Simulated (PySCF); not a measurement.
Cs(I) cation (CsI), SMILES [I][Cs] (connectivity only; charge and spin as stated), charge +1, multiplicity 2. Atoms are numbered in the order given.

```xyz
2

Cs     0.0000     0.0000    -1.9729
I      0.0000     0.0000     2.0473
```
Charge +1, spin multiplicity 2.

The structure is a stationary point at r2SCAN-D4/def2-TZVPD. The multiplicity is an assumed one; other spin states were not compared. The def2 effective core potentials stand for the cores of Cs, I; spin–orbit coupling is left out.

Computed with PBE/def2-TZVPD (PySCF).

Mulliken values depend strongly on the basis, most of all with diffuse functions as here. ESP charges are fitted to the potential on shells at 1.4 to 2.0 van der Waals radii. Atomic charges (e):

| atom | Mulliken | ESP fit | Mulliken spin |
|---|---|---|---|
| Cs1 | 0.96 | [?] | -0.01 |
| I2 | 0.04 | [?] | 1.01 |

Problem. Complete the blanks. (An estimate is asked for; the answer gives what the named calculation found.)

Solution. 
- Cs1, ESP fit: 0.89
- I2, ESP fit: 0.11
